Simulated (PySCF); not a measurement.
PySCF input for CH11N3Si2, SMILES [Si@H]([SiH2]N)(N)CN, TDA-LC-ωPBE/def2-SVPD. The structure is a stationary point at ωB97X-D3(BJ)/def2-SVP. The structure was generated by enumeration; whether it is a known compound was not checked. The values are those of a single conformer.

```python
import numpy as np
from pyscf import gto, scf, dft, tdscf

mol = gto.M(
    atom='''
    N    -2.96664363   -0.63636223    0.14346198
    C    -1.69560468   -1.03131671   -0.46585376
    Si   -0.28449364   -0.30433997    0.57078476
    N    -0.48970002    1.38971056    0.93525300
    Si    1.75247553   -0.33663706   -0.58415805
    N     2.27605433    1.32768981   -0.49365439
    H    -3.05943546    0.37793549    0.10756875
    H    -3.75945533   -1.01595879   -0.37176754
    H    -1.59662742   -2.13155254   -0.42931886
    H    -1.58014338   -0.74577450   -1.53409206
    H    -0.24503405   -1.03909697    1.87013367
    H    -1.19116594    1.71699191    1.59034457
    H    -0.27556012    2.07909901    0.22203229
    H     1.58311010   -0.70106573   -2.02627103
    H     2.71048715   -1.34885947   -0.02247970
    H     2.14858854    1.78585561    0.40468446
    H     3.14914247    1.61673773   -0.92390992
    ''',
    basis='def2-SVPD',
    charge=0,
    spin=0,
    max_memory=1600,
    verbose=4,
)
mf = dft.RKS(mol, xc='lc_wpbe').density_fit(auxbasis='def2-universal-jkfit')
mf.grids.level = 3
mf.conv_tol = 1e-9
mf.max_cycle = 100
mf.kernel()
mf.grids = dft.Grids(mol).set(level=1).build(with_non0tab=True)  # coarser grid for the response kernel
td = tdscf.TDA(mf)
td.singlet = True
td.nstates = 6
td.conv_tol = 1e-4
td.positive_eig_threshold = 1e-6
td.kernel(x0=td.get_init_guess(mf, 11))
td.analyze()
tt = tdscf.TDA(mf)
tt.singlet = False
tt.nstates = 2
tt.conv_tol = 1e-4
tt.positive_eig_threshold = 1e-6
tt.kernel(x0=tt.get_init_guess(mf, 7))
tt.analyze(verbose=3)
```

Output:

```
PySCF version 2.14.0

[INPUT] verbose = 4
[INPUT] num. atoms = 17
[INPUT] num. electrons = 66
[INPUT] charge = 0
[INPUT] spin (= nelec alpha-beta = 2S) = 0
[INPUT] symmetry False subgroup None
[INPUT] Mole.unit = angstrom
[INPUT] Symbol           X                Y                Z      unit          X                Y                Z       unit  Magmom
[INPUT]  1 N     -2.966643630000  -0.636362230000   0.143461980000 AA   -5.606143969886  -1.202550330717   0.271103851488 Bohr   0.0
[INPUT]  2 C     -1.695604680000  -1.031316710000  -0.465853760000 AA   -3.204228460731  -1.948906129587  -0.880336020499 Bohr   0.0
[INPUT]  3 Si    -0.284493640000  -0.304339970000   0.570784760000 AA   -0.537615063781  -0.575119192058   1.078626872476 Bohr   0.0
[INPUT]  4 N     -0.489700020000   1.389710560000   0.935253000000 AA   -0.925398920994   2.626172350816   1.767372027178 Bohr   0.0
[INPUT]  5 Si     1.752475530000  -0.336637060000  -0.584158050000 AA    3.311698791702  -0.636151846779  -1.103898727960 Bohr   0.0
[INPUT]  6 N      2.276054330000   1.327689810000  -0.493654390000 AA    4.301119328330   2.508970119276  -0.932871597289 Bohr   0.0
[INPUT]  7 H     -3.059435460000   0.377935490000   0.107568750000 AA   -5.781495115183   0.714194568853   0.203275477062 Bohr   0.0
[INPUT]  8 H     -3.759455330000  -1.015958790000  -0.371767540000 AA   -7.104340951236  -1.919883866945  -0.702538832603 Bohr   0.0
[INPUT]  9 H     -1.596627420000  -2.131552540000  -0.429318860000 AA   -3.017188546771  -4.028050520721  -0.811295065510 Bohr   0.0
[INPUT] 10 H     -1.580143380000  -0.745774500000  -1.534092060000 AA   -2.986038225745  -1.409309555684  -2.899013843270 Bohr   0.0
[INPUT] 11 H     -0.245034050000  -1.039096970000   1.870133670000 AA   -0.463047245693  -1.963608690165   3.534040452628 Bohr   0.0
[INPUT] 12 H     -1.191165940000   1.716991910000   1.590344570000 AA   -2.250977395510   3.244644467994   3.005315680989 Bohr   0.0
[INPUT] 13 H     -0.275560120000   2.079099010000   0.222032290000 AA   -0.520733157652   3.928927714754   0.419580218910 Bohr   0.0
[INPUT] 14 H      1.583110100000  -0.701065730000  -2.026271030000 AA    2.991644514033  -1.324822225018  -3.829097300840 Bohr   0.0
[INPUT] 15 H      2.710487150000  -1.348859470000  -0.022479700000 AA    5.122078377653  -2.548974978826  -0.042480476362 Bohr   0.0
[INPUT] 16 H      2.148588540000   1.785855610000   0.404684460000 AA    4.060243894979   3.374778000918   0.764742796268 Bohr   0.0
[INPUT] 17 H      3.149142470000   1.616737730000  -0.923909920000 AA    5.951016795536   3.055191524951  -1.745936712569 Bohr   0.0

nuclear repulsion = 381.734877925312
number of shells = 96
number of NR pGTOs = 314
number of NR cGTOs = 216
basis = def2-SVPD
ecp = {}


[settings echo left out]
init E= -787.615697123421
  HOMO = -0.274422268945488  LUMO = -0.0131201149851563  gap/eV = 7.11039
cycle= 1 E= -787.328810956257  delta_E= 0.287  |g|= 0.516  |ddm|= 4.99
  HOMO = -0.305935124308357  LUMO = 0.0699832295412048  gap/eV = 10.22926
cycle= 2 E= -787.36279091343  delta_E= -0.034  |g|= 0.417  |ddm|= 1.66
  HOMO = -0.348174534939862  LUMO = 0.0642349549645318  gap/eV = 11.22223
cycle= 3 E= -787.399059549566  delta_E= -0.0363  |g|= 0.0558  |ddm|= 0.497
  HOMO = -0.345910612037017  LUMO = 0.0680459813437109  gap/eV = 11.26433
cycle= 4 E= -787.400067731279  delta_E= -0.00101  |g|= 0.0122  |ddm|= 0.186
  HOMO = -0.345073272025014  LUMO = 0.0679338079561149  gap/eV = 11.23850
cycle= 5 E= -787.400134809493  delta_E= -6.71e-05  |g|= 0.00467  |ddm|= 0.0845
  HOMO = -0.345841864181567  LUMO = 0.0679414083017407  gap/eV = 11.25962
cycle= 6 E= -787.400141862375  delta_E= -7.05e-06  |g|= 0.00151  |ddm|= 0.0181
  HOMO = -0.345751914684277  LUMO = 0.0679130916200421  gap/eV = 11.25640
cycle= 7 E= -787.400142894418  delta_E= -1.03e-06  |g|= 0.000412  |ddm|= 0.0123
  HOMO = -0.345758716774223  LUMO = 0.0679147807994878  gap/eV = 11.25663
cycle= 8 E= -787.400142973017  delta_E= -7.86e-08  |g|= 0.000168  |ddm|= 0.00341
  HOMO = -0.345768100255832  LUMO = 0.0679123218477531  gap/eV = 11.25682
cycle= 9 E= -787.400142988492  delta_E= -1.55e-08  |g|= 4.09e-05  |ddm|= 0.0016
  HOMO = -0.345766816318374  LUMO = 0.0679128272728402  gap/eV = 11.25680
cycle= 10 E= -787.400142989629  delta_E= -1.14e-09  |g|= 1.16e-05  |ddm|= 0.000282
  HOMO = -0.345767203167748  LUMO = 0.0679126130758894  gap/eV = 11.25680
cycle= 11 E= -787.400142989771  delta_E= -1.41e-10  |g|= 4.13e-06  |ddm|= 9.09e-05
  HOMO = -0.345766572858607  LUMO = 0.0679128530374791  gap/eV = 11.25679
Extra cycle  E= -787.400142989779  delta_E= -8.41e-12  |g|= 2.92e-06  |ddm|= 1.73e-05
converged SCF energy = -787.400142989779
tot grids = 60560
Overwritten attributes  positive_eig_threshold  of <class 'pyscf.tdscf.rks.TDA'>


******** <class 'pyscf.tdscf.rks.TDA'> for <class 'pyscf.df.df_jk.DFRKS'> ********
nstates = 6 singlet
deg_eia_thresh = 1.000e-03
wfnsym = None
conv_tol = 0.0001
eigh lindep = 1e-12
eigh level_shift = 0
eigh max_cycle = 100


Excitation energies (eV)
[6.26428953 6.62765318 6.85266008 7.18871954 7.37845241 7.65317514]

** Singlet excitation energies and oscillator strengths **
Excited State   1:      6.26429 eV    197.92 nm  f=0.0028
      32 -> 34        0.31374
      33 -> 34       -0.54649
      33 -> 35        0.10425
      33 -> 36       -0.12514
Excited State   2:      6.62765 eV    187.07 nm  f=0.0032
      31 -> 34        0.36535
      31 -> 35        0.11011
      32 -> 34        0.39337
      33 -> 34        0.15275
      33 -> 35       -0.29933
      33 -> 37        0.11071
Excited State   3:      6.85266 eV    180.93 nm  f=0.0352
      31 -> 34       -0.42134
      31 -> 35        0.10066
      32 -> 35       -0.25993
      32 -> 37        0.16318
      33 -> 35       -0.26488
      33 -> 37        0.19572
      33 -> 38       -0.14473
Excited State   4:      7.18872 eV    172.47 nm  f=0.0529
      30 -> 34       -0.50422
      31 -> 35        0.17930
      32 -> 35       -0.13832
      33 -> 35        0.20616
      33 -> 37        0.19747
      33 -> 39       -0.10645
Excited State   5:      7.37845 eV    168.04 nm  f=0.0250
      30 -> 34        0.27248
      32 -> 35       -0.12407
      32 -> 37       -0.19620
      32 -> 38       -0.13781
      33 -> 35        0.23030
      33 -> 37        0.42650
      33 -> 38        0.15683
      33 -> 39        0.10225
Excited State   6:      7.65318 eV    162.00 nm  f=0.0239
      29 -> 34       -0.12835
      30 -> 34       -0.11997
      30 -> 35       -0.12405
      31 -> 34        0.16584
      32 -> 34       -0.26701
      32 -> 38       -0.12429
      33 -> 34       -0.16985
      33 -> 35       -0.27927
      33 -> 36       -0.32265
      33 -> 37        0.14278

** Transition electric dipole moments (AU) **
state          X           Y           Z        Dip. S.      Osc.
  1         0.0411     -0.0949     -0.0874      0.0183      0.0028
  2        -0.1165      0.0410     -0.0681      0.0199      0.0032
  3         0.3274     -0.2474      0.2032      0.2097      0.0352
  4         0.3123      0.3098      0.3272      0.3006      0.0529
  5         0.1749     -0.1263      0.3028      0.1382      0.0250
  6        -0.2486     -0.1388     -0.2152      0.1274      0.0239

** Transition velocity dipole moments (imaginary part, AU) **
state          X           Y           Z        Dip. S.      Osc.
  1         0.0102      0.0100     -0.0217      0.0007      0.0020
  2        -0.0559      0.0099     -0.0074      0.0033      0.0090
  3         0.0800     -0.0489      0.0853      0.0161      0.0426
  4         0.0784      0.0546      0.0503      0.0117      0.0294
  5         0.0230     -0.0128      0.0102      0.0008      0.0020
  6        -0.0826     -0.0311     -0.0764      0.0136      0.0323

** Transition magnetic dipole moments (imaginary part, AU) **
state          X           Y           Z
  1        -0.1063     -0.1186      0.0109
  2         0.5777     -0.7438     -1.4065
  3        -0.6151     -0.7439      0.5391
  4        -0.0658     -0.6457     -0.0462
  5         0.0262      0.2385     -0.3950
  6        -0.3462      0.1366     -0.1190


******** <class 'pyscf.tdscf.rks.TDA'> for <class 'pyscf.df.df_jk.DFRKS'> ********
nstates = 2 triplet
deg_eia_thresh = 1.000e-03
wfnsym = None
conv_tol = 0.0001
eigh lindep = 1e-12
eigh level_shift = 0
eigh max_cycle = 100


Excitation energies (eV)
[5.69095895 6.17921632]

** Triplet excitation energies and oscillator strengths **
Excited State   1:      5.69096 eV    217.86 nm  f=0.0000
Excited State   2:      6.17922 eV    200.65 nm  f=0.0000
```

The run converged.

Cost: roughly 7 core-minutes.
